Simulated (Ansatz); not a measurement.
`F[SiH2]C[SiH3]`, charge 0, multiplicity 1.

(1) Give a relaxed structure at PBE0-D4/def2-TZVP (the Gaussian-basis code of Ansatz). (An estimate is asked.)

Results:

(1) Ansatz gave: 
Z-matrix (Å, degrees):
```
Si
C 1 1.854
F 1 1.604 2 109.3
H 1 1.484 2 112.0 3 118.5
H 1 1.484 2 110.7 3 -118.3
Si 2 1.877 1 115.3 3 53.0
H 2 1.097 1 107.4 3 173.8
H 2 1.095 1 109.5 3 -70.4
H 6 1.487 2 109.9 1 52.6
H 6 1.485 2 110.5 1 -67.5
H 6 1.487 2 110.3 1 172.2
```
This is one stationary point; other conformers may exist.
